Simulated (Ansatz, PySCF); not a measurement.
This Ansatz (a program for electronic structure) input computes a PBE0/def2-TZVPD energy:

Ansatz 0.2 input:
```yaml
crystal:
  periodic: [false, false, false]
  atoms:
    - {symbol: C, position_ang: [0.90505954, 0.06510673, -0.18716427]}
    - {symbol: C, position_ang: [-0.58490409, 0.04558283, -0.07273974]}
    - {symbol: Cl, position_ang: [-1.24849571, 1.69712304, -0.17532404]}
    - {symbol: Cl, position_ang: [-1.30564744, -0.94251567, -1.36991082]}
    - {symbol: Cl, position_ang: [-1.06908074, -0.67085324, 1.53350937]}
    - {symbol: Cl, position_ang: [1.78371125, 1.25939988, 0.64947005]}
    - {symbol: Cl, position_ang: [1.72651660, -1.38222091, -0.54601373]}
basis:
  gaussian:
    orbitals: def2-TZVPD
hamiltonian:
  xc: {name: PBE0}
magnetization: {spin_polarized: true, initial_magnetization: 1}
output: {forces: true}
```

Task: Write an input for the same energy in PySCF and say what it gives.

Result: 
```python
from pyscf import gto, scf, dft

mol = gto.M(
    atom='''
    C     0.90505954    0.06510673   -0.18716427
    C    -0.58490409    0.04558283   -0.07273974
    Cl   -1.24849571    1.69712304   -0.17532404
    Cl   -1.30564744   -0.94251567   -1.36991082
    Cl   -1.06908074   -0.67085324    1.53350937
    Cl    1.78371125    1.25939988    0.64947005
    Cl    1.72651660   -1.38222091   -0.54601373
    ''',
    basis='def2-tzvpd',
    charge=0,
    spin=1,
    verbose=4,
)

mf = dft.UKS(mol, xc='pbe0').density_fit(auxbasis='def2-universal-jkfit')
mf.grids.level = 3
mf.conv_tol = 1e-9
mf.max_cycle = 100
mf.max_memory = 1500
mf.kernel()
if not mf.converged:
    mf = mf.newton()
    mf.kernel(mf.make_rdm1())
for _ in range(2):
    mo, _, stable, _ = mf.stability(return_status=True)
    if stable:
        break
    mf.kernel(mf.make_rdm1(mo, mf.mo_occ))
mf.analyze()
```
It gives -2376.39765 Eh, and Ansatz -2376.39762 Eh, a difference of 0.03 mEh, from the treatment of integrals and grids.

It need not be the lowest isomer of its formula.
